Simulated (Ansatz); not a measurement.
Consider the redistribution: `[NH2][GaH][Br]` + `[NH2][Al]([NH2])[OH]` → `[NH2][GaH][NH2]` + `[NH2][Al]([OH])[Br]`.

Computed with Ansatz on PBE0-D4/def2-TZVP structures; ΔE is electronic, products minus reactants. CCSD(T)/CBS adds triple-zeta CCSD(T) − MP2 to the extrapolated MP2 energy (def2 sets, frozen cores). This one scheme is used for every species. Functionals use def2-TZVPP. B3LYP here is the variant with VWN-RPA as its local correlation; programs differ in this. For Br, Ga outer-core shells are correlated without core-valence functions, which leaves a few kJ/mol of doubt a bond. Scalar relativity is left out up to krypton. Each species was taken in one conformer, which may not be the lowest.

`[NH2][GaH][Br]`:

Cartesian coordinates in Å:
```
N 0.435 0.887 0.291
Ga -0.119 -0.773 -0.133
Br -2.195 -0.839 -1.105
H 1.318 1.093 0.723
H -0.118 1.709 0.118
H 0.679 -2.077 0.106
```

`[NH2][Al]([NH2])[OH]`:

```xyz
9

N    -0.965   -1.305   -0.549
Al   -0.200    0.139    0.111
N     1.541    0.408   -0.042
O    -1.220    1.248    0.895
H    -0.497   -2.050   -1.036
H    -1.951   -1.493   -0.483
H     2.181   -0.219   -0.499
H     2.037    1.207    0.313
H    -0.927    2.065    1.290
```

`[NH2][GaH][NH2]`:

Z-matrix (Å, degrees):
```
N
Ga 1 1.816
H 1 1.005 2 123.2
H 1 1.005 2 124.7 3 -174.1
N 2 1.816 1 117.1 3 176.9
H 2 1.553 1 121.4 3 -3.2
H 5 1.005 2 123.2 1 177.3
H 5 1.005 2 124.7 1 2.0
```

`[NH2][Al]([OH])[Br]`:

Cartesian coordinates in Å:
```
N -1.149 0.139 -0.441
Al 0.575 0.055 -0.124
O 1.250 -0.461 1.333
Br 1.994 0.670 -1.751
H -1.880 -0.108 0.205
H -1.538 0.449 -1.316
H 0.748 -0.744 2.094
```

```
        level  ΔE (kJ/mol)
        B3LYP         26.2
MP2/CBS(def2)         15.7
```

Task: What does CCSD(T)/CBS give? (Best estimate.)

Result: Ansatz gave: +17.5 kJ/mol. The listed levels differ from it by 8.7, -1.8 kJ/mol.

Largest T1 diagnostic among the species: 0.013.

Leaving LDA and LC-ωPBE aside and taking each functional with its dispersion term where it has one, the values, not all of them listed here, spread over 5.5 kJ/mol, from PBE-QIDH to BHLYP-D4. LDA lies −3.3 kJ/mol from PBE without D4. In def2-TZVPP, CCSD(T) changes the Hartree–Fock value by −7.3 kJ/mol (the triples alone add −0.8 kJ/mol) and MP2 by −9.0 kJ/mol.
